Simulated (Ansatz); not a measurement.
Geometry optimisation, RKS B3LYP-D4/def2-SVP in Ansatz 0.2.0.

input.yaml

```yaml
crystal:
  periodic: [false, false, false]
  atoms:
    - { symbol: Hf, position_ang: [-0.035098, 0.097337, 0.050937] }
    - { symbol: "N", position_ang: [-0.009773, 0.067335, 2.198047] }
    - { symbol: H, position_ang: [-0.828467, -0.147123, 2.766925] }
    - { symbol: H, position_ang: [0.64185, 0.619812, 2.754421] }
    - { symbol: Cl, position_ang: [2.156582, 0.374071, -0.744036] }
    - { symbol: Cl, position_ang: [-1.218411, 2.022988, -0.583214] }
    - { symbol: Cl, position_ang: [-1.308171, -1.714169, -0.733547] }
    - { symbol: Cl, position_ang: [1.739055, -2.849286, 1.464477] }
    - { symbol: H, position_ang: [1.111933, -1.882964, 2.148189] }
basis:
  gaussian: { orbitals: def2-SVP }
hamiltonian:
  xc: b3lyp
  dispersion: d4
relax:
  f_tol: 0.03
  max_steps: 50
```

Command:

```bash
$ ansatz run input.yaml --threads 4 --pin off --max-ram 5120MiB --backend cpu --events-out ev --progress --plain --runs-dir out
```

Q: Where does it end, and by what steps?

A: The forces met the threshold. After 6 steps the energy has fallen by 0.161 eV; Cl8 moved furthest, 0.25 Å.

```
step  energy less start (eV)  largest force component (eV/Å)  accepted
   0                  0.0000                           1.895       yes
   1                 -0.1087                           1.410       yes
   2                 -0.1447                           0.580       yes
   3                 -0.1593                           0.180       yes
   4                 -0.1601                           0.129       yes
   5                 -0.1608                           0.054       yes
   6                 -0.1613                           0.012       yes
```

```xyz
9
Properties=species:S:1:pos:R:3
Hf -0.043 0.105 0.052
N 0.039 -0.016 2.088
H -0.751 -0.301 2.671
H 0.674 0.542 2.662
Cl 2.152 0.371 -0.745
Cl -1.222 2.073 -0.467
Cl -1.323 -1.707 -0.728
Cl 1.683 -2.778 1.693
H 1.041 -1.702 2.096
```

Whether the end is a true minimum wasn't checked by a vibrational analysis.

Run time: 27 s on 4 threads of Arm Neoverse V1, on a shared host, peak memory 0.39 GiB.
